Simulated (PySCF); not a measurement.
From computed data to an observable: chemical shift, span and skew from a shielding tensor

AlFH4OSi, SMILES [OH][Al]([F])[SiH3]. Atoms are numbered in the order given.

```xyz
8

Al    -0.4339     0.2256    -0.2521
F     -1.7221    -0.7011    -0.7689
O     -0.4779     1.8974    -0.5184
H     -1.1768     2.3961    -0.9453
Si     1.4653    -0.7948     0.8570
H      2.4750     0.2374     1.2439
H      2.1250    -1.7914    -0.0446
H      1.0256    -1.5177     2.0920
```
Charge 0, spin multiplicity 1.

The structure is a stationary point at PBE0-D3(BJ)/def2-SVP. Other conformers were not sampled.

GIAO shieldings from KT2/pcSseg-1 (PySCF), non-relativistic, no solvent. The symmetric part of the tensor of Si5 has the principal values 485.0, 496.5, 514.5 ppm. The same nucleus in TMS has σ = 361.9 ppm at this level (PySCF, at its B3LYP-D3(BJ)/def2-TZVP geometry).

Problem. Work out the isotropic shielding, the ²⁹Si shift against TMS, the span and the skew.

Solution. 
σ(iso) = (σ11 + σ22 + σ33)/3 = 498.7 ppm. δ = σ(ref) − σ(iso) = 361.9 − (498.7) = -136.8 ppm.
Span Ω = σ33 − σ11 = 29.5 ppm. Skew κ = 3(σ(iso) − σ22)/Ω = 0.22. Tumbling in solution averages the tensor to δ; in a static solid the shielding alone would spread this spin-1/2 line over Ω.
